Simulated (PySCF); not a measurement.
C₉H₁₂.
SMILES with atom numbers: `[CH3:1][C:2]1=[CH:3][C@@:4]2([CH:5]=[CH:6]1)[CH2:7][C@H:8]2[CH3:9]` (hydrogens: H10, H11, H12 on C1; H13 on C3; H14 on C5; H15 on C6; H16, H17 on C7; H18 on C8; H19, H20, H21 on C9)

Computed by this run: PBE0-D3(BJ)/def2-SVP geometry optimisation, gas phase in PySCF; density fitting, grid level 1; the optimiser is geomeTRIC in internal coordinates, started from a GFN2-xTB structure with every atom displaced at random (about 0.01 Å).

Step 0: E = -9509.5871 eV
```
atom  x, y, z in Å  |  force x, y, z in eV/Å
C1      2.9629    1.2279    0.6372   -2.080   1.248   0.001
C2      1.6992    0.5390    0.2024    0.589   0.430   0.463
C3      0.4614    0.5890    0.7588    0.976   0.627   0.483
C4     -0.3956   -0.2826    0.0127   -1.994  -0.713  -0.349
C5      0.4062   -0.8582   -1.0617    0.234   0.478   0.554
C6      1.6473   -0.3500   -0.9357    0.053  -0.325  -0.238
C7     -1.5212   -1.0936    0.6853    0.116   1.154  -0.255
C8     -1.8891    0.0272   -0.2245   -0.023   0.159   1.105
C9     -2.5148    1.2961    0.3352    0.176  -0.678  -1.574
H10     3.3135    1.8830   -0.1629    0.313   0.122  -0.247
H11     3.7143    0.5311    0.8882    1.305  -1.092   0.357
H12     2.7561    1.8748    1.5112    0.156  -0.184  -0.116
H13     0.1629    1.1699    1.6216   -0.042   0.131   0.257
H14     0.0262   -1.5398   -1.7817   -0.307  -0.716  -0.788
H15     2.4912   -0.5805   -1.5634    0.459  -0.083  -0.362
H16    -1.6478   -0.9373    1.7562    0.027   0.009   0.122
H17    -1.6625   -2.0994    0.3528   -0.042  -0.854  -0.272
H18    -2.2749   -0.2445   -1.1995    0.037  -0.174  -0.420
H19    -3.6013    1.1991    0.3203   -0.368  -0.030   0.063
H20    -2.2059    1.4901    1.3369    0.390   0.291   1.085
H21    -2.2518    2.1403   -0.3164    0.027   0.197   0.131
```

Step 1: E = -9509.7706 eV
```
atom  x, y, z in Å  |  force x, y, z in eV/Å
C1      2.9388    1.2686    0.6359    0.397  -0.357   0.080
C2      1.7126    0.5411    0.2088   -0.103   0.016  -0.013
C3      0.4837    0.5811    0.7833   -0.161  -0.113  -0.055
C4     -0.4313   -0.3016    0.0238    0.110   0.145   0.135
C5      0.3997   -0.8666   -1.0535   -0.144  -0.170  -0.167
C6      1.6497   -0.3653   -0.9434    0.089   0.015   0.013
C7     -1.5513   -1.0983    0.6848    0.000  -0.170  -0.030
C8     -1.9101    0.0241   -0.2088    0.005  -0.049  -0.161
C9     -2.5123    1.2989    0.3059   -0.006   0.037   0.318
H10     3.3234    1.9183   -0.1662    0.007   0.019  -0.026
H11     3.7566    0.5514    0.8855   -0.274   0.281  -0.096
H12     2.7574    1.8885    1.5219   -0.034   0.057   0.062
H13     0.1966    1.1525    1.6661    0.030   0.026   0.009
H14     0.0218   -1.5687   -1.8042    0.086   0.092   0.077
H15     2.4965   -0.5874   -1.5972   -0.031   0.000   0.007
H16    -1.6686   -0.9612    1.7633    0.009   0.015   0.003
H17    -1.6938   -2.1290    0.3385    0.014   0.130   0.046
H18    -2.2576   -0.2635   -1.2094    0.037   0.018   0.061
H19    -3.6117    1.2253    0.3137   -0.001   0.012   0.002
H20    -2.1898    1.5135    1.3427   -0.057  -0.035  -0.224
H21    -2.2344    2.1595   -0.3184    0.026   0.031  -0.039
```

**Question.** Estimate the geometry and energy of step 2. (The exact step hangs on the optimiser's Hessian estimate; all steps are aligned on step 1, rigid shifts and turns removed.)

**Answer.** E = -9509.7765 eV, largest force 0.114 eV/Å
```
atom  x, y, z in Å  |  force x, y, z in eV/Å
C1      2.9405    1.2656    0.6367    0.076  -0.073   0.043
C2      1.7092    0.5402    0.2111   -0.009  -0.011  -0.027
C3      0.4791    0.5790    0.7832   -0.049  -0.040  -0.013
C4     -0.4312   -0.3022    0.0230    0.023   0.059   0.037
C5      0.3981   -0.8692   -1.0574   -0.030   0.004   0.028
C6      1.6478   -0.3667   -0.9406    0.052  -0.002  -0.019
C7     -1.5500   -1.0997    0.6840   -0.010  -0.033   0.006
C8     -1.9097    0.0233   -0.2100   -0.019  -0.002  -0.037
C9     -2.5123    1.2992    0.3091   -0.003   0.002   0.056
H10     3.3228    1.9148   -0.1683   -0.013   0.010  -0.003
H11     3.7540    0.5592    0.8839   -0.060   0.047  -0.020
H12     2.7572    1.8901    1.5225   -0.008   0.009  -0.010
H13     0.1940    1.1525    1.6658    0.011   0.007  -0.002
H14     0.0274   -1.5678   -1.8095    0.018   0.011   0.004
H15     2.4947   -0.5881   -1.5932    0.002  -0.002  -0.007
H16    -1.6662   -0.9603    1.7624    0.005   0.009  -0.002
H17    -1.6926   -2.1270    0.3398    0.000   0.007   0.004
H18    -2.2556   -0.2630   -1.2093    0.007   0.004   0.003
H19    -3.6119    1.2298    0.3191    0.004  -0.002  -0.007
H20    -2.1876    1.5130    1.3385    0.003  -0.004  -0.029
H21    -2.2314    2.1590   -0.3177    0.000  -0.002  -0.007
```

The energy changes by -0.0058 eV. The first-order estimate −F·Δx gives -0.0103 eV and the mean of the old and new forces, exact on a quadratic surface, -0.0058 eV. The step makes an angle of 57° with the force vector and moves no atom by more than 0.008 Å.

The cost below is that of the whole optimisation. Time: 2.6 min wall; peak memory 0.84 GiB. Hardware: Arm Neoverse N1, one thread, shared host with 64 logical CPUs at a one-minute load of 43.
